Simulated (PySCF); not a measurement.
Compound: C5H4O3 (charge -1 and doublet state).
Structure used (GFN2-xTB), in Å, numbered top down from 1:
```xyz
12
C5H4O3 angstrom
O      2.225    1.006    1.092
C      1.587    0.018    0.653
O      2.230   -1.245    0.693
C      0.300    0.014    0.123
C     -0.604    1.085   -0.057
C     -1.756    0.545   -0.626
C     -1.549   -0.800   -0.782
O     -0.299   -1.159   -0.332
H      3.094   -1.059    1.081
H     -0.408    2.106    0.205
H     -2.654    1.075   -0.900
H     -2.164   -1.586   -1.177
```

The hyperfine couplings belong to this conformer and change with its torsions.

Identity: `[O-][C](O)c1ccco1` [radical] (charge -1).

Method: PySCF, UKS B3LYP, pcH-1 on C H O, non-relativistic, mean-field spin-orbit, GIAO. Whether the extra electron is bound in the gas phase wasn't checked; a finite basis holds it in any case. A GFN2-xTB geometry isn't a minimum of the functional, and hyperfine couplings can be far from their values at a DFT geometry, by a factor of two or more for some ions and for spin on atoms past the first row. No stability test was run, so a lower SCF solution isn't excluded.

(1) Match the computed a_iso(17O) values -18.8, -15.1, -3.0 MHz with the sites O1; O3; O8.

(2) Match the computed a_iso(13C) values +24.9, -23.7, +19.8, -15.8, +9.2 MHz with the sites C2; C4; C5; C6; C7.

(3) Match the computed a_iso(1H) values -22.7, -19.4, +5.0, -3.0 MHz with the sites H9; H10; H11; H12.

## Answers

(1) 
```json
{"site": "O1", "a_iso (MHz)": "-15.1", "ρ(0) (bohr⁻³)": "+0.0250", "position": "1 bond from C2", "distance from C7 (Å)": "4.58", "spin population": "+0.16", "largest |T| (MHz)": "56.6"}
{"site": "O3", "a_iso (MHz)": "-3.0", "ρ(0) (bohr⁻³)": "+0.0049", "position": "1 bond from C2", "distance from C7 (Å)": "4.08", "spin population": "+0.02", "largest |T| (MHz)": "14.6"}
{"site": "O8", "a_iso (MHz)": "-18.8", "ρ(0) (bohr⁻³)": "+0.0310", "position": "1 bond from C7", "distance from C7 (Å)": "1.38", "spin population": "+0.11", "largest |T| (MHz)": "54.2"}
```

(2) 
```csv
site,a_iso (MHz),ρ(0) (bohr⁻³),position,distance from C7 (Å),spin population,largest |T| (MHz)
C2,+9.2,+0.0081,a main spin site,3.54,+0.21,45.6
C4,-15.8,-0.0141,1 bond from C2,2.21,+0.07,17.8
C5,+19.8,+0.0176,a main spin site,2.23,+0.27,43.0
C6,-23.7,-0.0210,1 bond from C7,1.37,-0.12,14.9
C7,+24.9,+0.0222,largest spin population,0.00,+0.30,50.2
```

(3) 
| site | a_iso (MHz) | ρ(0) (bohr⁻³) | position | distance from C7 (Å) | bound to | spin population there | largest \|T\| (MHz) |
| --- | --- | --- | --- | --- | --- | --- | --- |
| H9 | -3.0 | -0.0007 | 2 bonds from C2 | 5.01 | O3 | +0.02 | 6.0 |
| H10 | -19.4 | -0.0043 | 1 bond from C5 | 3.27 | C5 | +0.27 | 10.4 |
| H11 | +5.0 | +0.0011 | 2 bonds from C7, on C6 of spin population -0.12 | 2.18 | C6 | -0.12 | 2.8 |
| H12 | -22.7 | -0.0051 | 1 bond from C7 | 1.07 | C7 | +0.30 | 13.1 |

ρ(0) is the spin density at the nucleus and T the dipolar tensor. The Mulliken spin populations are largest on C7 (+0.30), C5 (+0.27), C2 (+0.21) and O1 (+0.16). Four atoms exceed +0.15. The positive populations add up to 1.16 and the negative ones to -0.16, together 2S = 1. Main spin sites, with 60 % or more of the largest population: C2, C5, C7; positions count bonds from the nearest.

Examples of negative spin density at the nucleus (bohr⁻³): C6 (-0.0210), C4 (-0.0141) and H12 (-0.0051).

The SMILES `[O-][C](O)c1ccco1` draws the unpaired electron on C2, whose computed spin population is only +0.21.
